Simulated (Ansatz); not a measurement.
Gas-phase electronic energies from Ansatz, PBE0-D4/def2-TZVP geometries. CBS: MP2 limit from def2 TZ/QZ plus the TZ coupled-cluster correction, frozen cores. Functionals use def2-TZVPP. For Br, Ge outer-core shells are correlated without core-valence functions, which leaves a few kJ/mol of doubt a bond. Scalar relativity is left out up to krypton. One conformer a species, not always the lowest.

Reaction (formal exchange of groups at the Si–S bond): `O[SiH](Cl)[S][GeH2][Cl]` + `CBr` → `O[SiH](Cl)Br` + `C[S][GeH2][Cl]`

```
          level  ΔE (eV)
         PBE-D4    -0.32
         B2PLYP    -0.37
 MP2/def2-TZVPP    -0.32
CCSD/def2-TZVPP    -0.33
```

Question: What does CCSD(T)/CBS give? (Estimate.)

Answer: Computed: -0.35 eV. The listed levels differ from it by 0.03, -0.02, 0.03, 0.02 eV.

Largest T1 diagnostic among the species: 0.011.

In def2-TZVPP, CCSD(T) changes the Hartree–Fock value by +0.11 eV (the triples alone add +0.02 eV) and MP2 by +0.11 eV. The D4 term adds +0.08 eV with B3LYP and +0.05 eV with PBE0; it sums over pairs of atoms, weighted by their polarisabilities, and B3LYP, whose exchange is more repulsive, gets the larger term.

B3LYP here is the variant with VWN-RPA as its local correlation; programs differ in this.
